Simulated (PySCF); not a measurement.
**Fractional electron number in Ti (titanium, neutral)**

The 4s beta orbital of [Ar] 3d2 4s2 is emptied in steps (occupation f), with all orbitals relaxed, ending at [Ar] 3d2 4s1. Computed with PySCF 2.14 in def2-SVP (5s3p2d1f, 31 functions), with no relativity, point nucleus. The exact energy is a straight line in f; departures are measured from the line between the end points of the same method.

| f | BHandHLYP (eV) | BLYP (eV) |
| --- | --- | --- |
| 1 | 0.000 | 0.000 |
| 0.8 | -0.231 | -0.447 |
| 0.6 | -0.353 | -0.675 |
| 0.4 | -0.360 | -0.679 |
| 0.2 | -0.245 | -0.453 |
| 0 | 0.000 | 0.000 |

Question: For BHandHLYP, how does the orbital energy at f = 1 compare with the removal energy?

Answer: −ε = 5.215 eV against a total-energy difference of 6.632 eV. By Janak's theorem ε = ∂E/∂f, so the gap between them reflects the curvature. Along the path −ε is 5.746 (f = 0.8), 6.304 (f = 0.6), 6.893 (f = 0.4), 7.528 (f = 0.2) eV.

```
   method  E(f=0) − E(f=1) (eV)  −ε at f=1 (eV)  −ε at f=0.4 (eV)
BHandHLYP                 6.632           5.215             6.893
     BLYP                 6.770           4.004             7.322
```

Reference removal energy between the ground levels: 6.828 eV (measured; NIST Atomic Spectra Database, ionization energies). The calculation has no spin-orbit coupling.
